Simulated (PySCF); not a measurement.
Gas-phase reaction: Si₃O₃ + 3 H₃SiOH ⇌ 6 H₂SiO

Energies from PySCF, thermal terms from the rigid-rotor harmonic-oscillator model, ideal gas at 1 bar. † marks an energy on the PBE0/def2-TZVP geometry and frequencies; other levels use their own. CCSD(T) freezes the core. 6-31G* has spherical d functions here. All species are closed-shell singlets. Si₃O₃, H₃SiOH, H₂SiO: computed as isolated molecules; such fragments, hydroxides, amides, oligomers or adducts are transient or little studied in the gas. CCSD(T) isn't extrapolated to the basis-set limit; its ΔH°(298 K) is 1003.6 kJ in def2-SVP and 1011.6 kJ in def2-TZVPP. The harmonic model lacks anharmonicity and excited electronic states, which grow with temperature; levels with a mode under 35 cm⁻¹ are left out. Internal rotation in H₃SiOH is treated as a harmonic vibration of one conformer, which makes the entropy rough. Soft modes under 120 cm⁻¹ make the harmonic entropy rough for Si₃O₃. Warning, large T1 diagnostic: H₂SiO (CCSD(T)/def2-SVP†).

ΔH° and ΔS° at 298 K: BLYP/def2-TZVP† 848 kJ, 307 J/K; CCSD(T)/def2-SVP† 1004 kJ, 307 J/K; HF/6-31G* 1118 kJ, 312 J/K.

Task: With the heat capacities included, give log10 K (1 bar) at 800, 1000, 1400, 1800, 2500 K from BLYP/def2-TZVP†, CCSD(T)/def2-SVP†, HF/6-31G*.

Result: 
| T (K) | BLYP/def2-TZVP† | CCSD(T)/def2-SVP† | HF/6-31G* |
|---|---|---|---|
| 800 | -39.8 | -49.9 | -57.2 |
| 1000 | -28.9 | -37.0 | -42.8 |
| 1400 | -16.5 | -22.3 | -26.4 |
| 1800 | -9.8 | -14.3 | -17.5 |
| 2500 | -3.3 | -6.5 | -8.8 |
